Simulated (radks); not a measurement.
Species: Tc+. Configuration: [Kr] 4d5 5s1 (the NIST ground configuration).

Method: non-relativistic Kohn-Sham, LB94 model potential, spin-polarised, spherical densities, point nucleus; open shells are filled with parallel spins first (spin-orbit coupling, left out, can overturn this in heavy ions); relativity is left out, which matters for an element this heavy; computed with a radial shooting solver on a logarithmic mesh with Libxc functionals.

Energy parts (hartree):
| part | energy |
|---|---|
| kinetic | 4218.86167 |
| electron-nucleus | -10018.80165 |
| Hartree | 1719.91950 |
(The LB94 potential has no energy functional, so no total or exchange-correlation energy is given.)

Orbitals (lengths in bohr, moments of r in powers of bohr):
orbital,occ.,eigenvalue (hartree),<r>,<r^4>
1s up,1,-751.2022,0.03540,7.107e-06
1s down,1,-751.2016,0.03540,7.107e-06
2s up,1,-106.1590,0.1543,0.001334
2s down,1,-106.1540,0.1543,0.001333
2p up,3,-98.20918,0.1321,0.0008895
2p down,3,-98.20750,0.1321,0.0008890
3s up,1,-18.99905,0.4274,0.06670
3s down,1,-18.99063,0.4278,0.06697
3p up,3,-15.88245,0.4210,0.06819
3p down,3,-15.87275,0.4215,0.06852
3d up,5,-10.14815,0.3965,0.06719
3d down,5,-10.13504,0.3971,0.06761
4s up,1,-3.05374,1.085,2.707
4s down,1,-3.03461,1.081,2.688
4p up,3,-2.14742,1.184,4.098
4p down,3,-2.12436,1.181,4.106
4d up,5,-0.77159,1.620,18.73
4d down,0,-0.75073,1.647,20.61
5s up,1,-0.60658,2.934,141.0
5s down,0,-0.61631,2.963,145.8

The highest occupied level is 5s up at -16.506 eV. The configuration is held as typed, so some empty levels lie below it. The spin density at the nucleus is 9.83 e/bohr^3 (1s 0.12, 2s -0.52, 3s 1.32, 4s -1.36, 5s 10.27).
